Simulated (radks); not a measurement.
Task: Sn XXII, 29 electrons, occupied as [Ar] 3d10 4s1. Method: non-relativistic Kohn-Sham, LB94 model potential, spin-polarised, spherical densities, point nucleus; open shells are filled with parallel spins first (spin-orbit coupling, left out, can overturn this in heavy ions); relativity is left out, which matters for an element this heavy; computed with a radial shooting solver on a logarithmic mesh with Libxc functionals. Some entries of the table are withheld. Estimate them.

orbital  occ.  eigenvalue (hartree)  <r> (bohr)  <1/r> (bohr^-1)
1s up       1             -1055.914     0.03038            49.51
1s down     1             -1055.887     0.03038            49.51
2s up       1             -175.5828      0.1310            11.34
2s down     1             -175.5694      0.1310            11.34
2p up       3             -166.0113      0.1116            11.36
2p down     3             -166.0007      0.1116            11.36
3s down     1             -51.16976      0.3485            4.118
3s up       1             -51.16060      0.3480            4.125
3p down     3             -47.18415      0.3383            4.056
3p up       3             -47.17429      0.3378            4.062
3d down     5             -39.84008      0.3067            3.941
3d up       5             -39.83320      0.3061            3.946
4s down     0             -23.47152      0.7209            1.963
4s up       1             -23.30456      0.7228            1.956
4p down     0             -21.94275      0.7292            1.912
4p up       0             -21.77934      0.7314            1.904
4d down     0             -19.30788      0.7377            1.808
4d up       0             -19.15086      0.7406            1.800
4f down     0                   (1)         (2)            1.577
4f up       0                   (3)         (4)            1.575
5s down     0             -13.55855         (5)            1.156
5s up       0             -13.51515         (6)            1.155

Result: 
(1) 4f down eigenvalue (hartree): -16.44087
(2) 4f down <r> (bohr): 0.7263
(3) 4f up eigenvalue (hartree): -16.29090
(4) 4f up <r> (bohr): 0.7282
(5) 5s down <r> (bohr): 1.231
(6) 5s up <r> (bohr): 1.234
